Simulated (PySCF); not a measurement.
C₂H₁₁NSi₃, SMILES CC[Si@H]1N[SiH2][SiH2]1. The structure is a stationary point at PBE-D3(BJ)/def2-SVP. The structure was generated by enumeration; whether it is a known compound was not checked. One conformer was computed; it need not be the lowest.

Q: Give the equilibrium geometry at PBE-D3(BJ)/def2-SVP (PySCF confirms it by a frequency run) as Cartesian coordinates in Å. (The exact figures need the calculation; the answer reports its results.)

A: This is not unique; one that fits is 
```xyz
17

C      3.2357    -0.3904    -0.0229
C      2.1036     0.4091    -0.6810
Si     0.5585     0.5550     0.4115
N     -0.8251     1.3423    -0.3705
Si    -2.1737     0.1998    -0.4671
Si    -0.7867    -1.3805     0.6085
H      3.5593     0.0687     0.9345
H      2.9194    -1.4301     0.2048
H      4.1309    -0.4549    -0.6751
H      2.4430     1.4397    -0.9307
H      1.7932    -0.0526    -1.6432
H      0.9685     1.2236     1.7062
H     -0.8484     2.3137    -0.6961
H     -2.6146    -0.1041    -1.8805
H     -3.4085     0.6479     0.2801
H     -0.3693    -2.5762    -0.2063
H     -1.2079    -1.8248     1.9827
```
Charge 0, spin multiplicity 1.
